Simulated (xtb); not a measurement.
C$_{2}$HF$_{3}$O$_{2}$, triplet, at the geometry of the source list (a higher spin typed on purpose: for a closed-shell molecule this is an excited state); GFN2-xTB run with xtb 6.7.1.

xtb was given this input:
```
$ xtb mol.xyz --gfn 2 --chrg 0 --uhf 2 --json

# file mol.xyz
8

O      1.24100000    -0.78730000     0.34200000
C      0.60540000     0.29700000    -0.04900000
O      1.08720000     1.34450000    -0.34540000
C     -0.93040000     0.01890000    -0.07510000
F     -1.37440000    -0.33420000     1.13520000
F     -1.61140000     1.09280000    -0.46180000
F     -1.22270000    -0.97700000    -0.91730000
H      2.20530000    -0.65460000     0.37150000
```

Q: Predict the main parts of the log of this xtb run.

A: 
```
   ID    Z sym.   atoms
    1    8 O      1, 3
    2    6 C      2, 4
    3    9 F      5-7
    4    1 H      8

           -------------------------------------------------
          |                Calculation Setup                |
           -------------------------------------------------

           -------------------------------------------------
          |                 G F N 2 - x T B                 |
           -------------------------------------------------

          ...................................................
          :                      SETUP                      :
          :.................................................:
          :  # basis functions                  29          :
          :  # atomic orbitals                  29          :
          :  # shells                           15          :
          :  # electrons                        42          :
          :  max. iterations                   250          :
          :  Hamiltonian                  GFN2-xTB          :
          :  restarted?                      false          :
          :  GBSA solvation                  false          :
          :  PC potential                    false          :
          :  electronic temp.          300.0000000     K    :
          :  accuracy                    1.0000000          :
          :  -> integral cutoff          0.2500000E+02      :
          :  -> integral neglect         0.1000000E-07      :
          :  -> SCF convergence          0.1000000E-05 Eh   :
          :  -> wf. convergence          0.1000000E-03 e    :
          :  Broyden damping             0.4000000          :
          :  net charge                          0          :
          :  unpaired electrons                  2          :
          ...................................................

 iter      E             dE          RMSdq      gap      omega  full diag
   1    -26.9798543 -0.269799E+02  0.509E+00    7.45       0.0  T
   2    -27.0294714 -0.496170E-01  0.309E+00    6.44       1.0  T
   3    -27.0330844 -0.361307E-02  0.166E+00    6.80       1.0  T
   4    -27.0376342 -0.454978E-02  0.437E-01    6.61       1.0  T
   5    -27.0385381 -0.903931E-03  0.100E-01    6.65       1.0  T
   6    -27.0385539 -0.157563E-04  0.442E-02    6.67       1.0  T
   7    -27.0385520  0.184632E-05  0.325E-02    6.66       1.1  T
   8    -27.0385591 -0.701609E-05  0.237E-03    6.67      14.9  T
   9    -27.0385590  0.126294E-07  0.188E-03    6.67      18.8  T
  10    -27.0385591 -0.173454E-07  0.440E-04    6.67      80.4  T
  11    -27.0385591 -0.871818E-09  0.837E-05    6.67     422.6  T

   *** convergence criteria satisfied after 11 iterations ***

 transition dipole moment (au) for excitation:          21          22
     X       Y       Z
  -0.0116   0.0499   0.1570  total (au/Debye):    0.165   0.420
 dE (eV)             :    5.808
 oscillator strength :  0.54908E-02

         :::::::::::::::::::::::::::::::::::::::::::::::::::::
         ::                     SUMMARY                     ::
         :::::::::::::::::::::::::::::::::::::::::::::::::::::
         :: total energy             -26.921295490869 Eh    ::
         :: gradient norm              0.211936115551 Eh/a0 ::
         :: HOMO-LUMO gap              6.668563045166 eV    ::
         ::.................................................::
         :: SCC energy               -27.038557865575 Eh    ::
         :: -> isotropic ES            0.067085915967 Eh    ::
         :: -> anisotropic ES          0.003877220916 Eh    ::
         :: -> anisotropic XC         -0.024232074366 Eh    ::
         :: -> dispersion             -0.003979054160 Eh    ::
         :: repulsion energy           0.117262374707 Eh    ::
         :: add. restraining           0.000000000000 Eh    ::
         :: total charge               0.000000000000 e     ::
         :::::::::::::::::::::::::::::::::::::::::::::::::::::

[...]
        11        2.0000           -0.6285154             -17.1028
        12        2.0000           -0.6131264             -16.6840
        13        2.0000           -0.5948459             -16.1866
        14        2.0000           -0.5885408             -16.0150
        15        2.0000           -0.5882478             -16.0070
        16        2.0000           -0.5773905             -15.7116
        17        2.0000           -0.5767035             -15.6929
        18        2.0000           -0.5762902             -15.6817
        19        2.0000           -0.5386276             -14.6568
        20        2.0000           -0.5260778             -14.3153
        21        1.0000           -0.4845544             -13.1854
        22        1.0000           -0.2711089              -7.3773 (HOMO)
        23                         -0.0260438              -0.7087 (LUMO)
        24                          0.0178131               0.4847
        25                          0.0583501               1.5878
        26                          0.0843361               2.2949
        27                          0.1195050               3.2519
        28                          0.2472023               6.7267
        29                          0.6586068              17.9216
      -------------------------------------------------------------
                  HL-Gap            0.2450652 Eh            6.6686 eV
             Fermi-level           -0.3269462 Eh           -8.8967 eV

     #   Z          covCN         q      C6AA      α(0)
     1   8 O        1.660    -0.364    20.168     6.062
     2   6 C        2.684     0.206    23.623     7.954
     3   8 O        0.856    -0.265    19.154     5.868
     4   6 C        3.325     0.497    17.293     6.610
     5   9 F        0.790    -0.142    10.651     3.855
     6   9 F        0.790    -0.142    10.656     3.856
     7   9 F        0.790    -0.142    10.652     3.855
     8   1 H        0.804     0.352     0.584     1.201

 Mol. C6AA /au·bohr⁶  :        798.817310
 Mol. C8AA /au·bohr⁸  :      17072.724197
 Mol. α(0) /au        :         39.261077

Wiberg/Mayer (AO) data.
largest (>0.10) Wiberg bond orders for each atom

 ---------------------------------------------------------------------------
     #   Z sym  total        # sym  WBO       # sym  WBO       # sym  WBO
 ---------------------------------------------------------------------------
     1   8 O    2.102 --     2 C    1.072     8 H    0.855     3 O    0.121
     2   6 C    3.442 --     3 O    1.539     1 O    1.072     4 C    0.759
     3   8 O    1.942 --     2 C    1.539     1 O    0.121
     4   6 C    3.831 --     6 F    0.993     5 F    0.973     7 F    0.972
                             2 C    0.759
     5   9 F    1.177 --     4 C    0.973
     6   9 F    1.168 --     4 C    0.993
     7   9 F    1.177 --     4 C    0.972
     8   1 H    0.876 --     1 O    0.855
 ---------------------------------------------------------------------------

Topologies differ in total number of bonds
Writing topology from bond orders to xtbtopo.mol

molecular dipole:
                 x           y           z       tot (Debye)
 q only:        0.559      -0.374       0.161
   full:        0.687      -0.373       0.170       2.033
molecular quadrupole (traceless):
                xx          xy          yy          xz          yz          zz
 q only:        3.924      -2.649      -3.305       1.167       0.697      -0.620
  q+dip:        6.142      -2.632      -5.658       1.297       1.572      -0.484
   full:        6.166      -2.971      -5.395       1.433       1.347      -0.771

           -------------------------------------------------
          | TOTAL ENERGY              -26.921295490869 Eh   |
          | GRADIENT NORM               0.211936115551 Eh/α |
          | HOMO-LUMO GAP               6.668563045166 eV   |
           -------------------------------------------------

normal termination of xtb
```
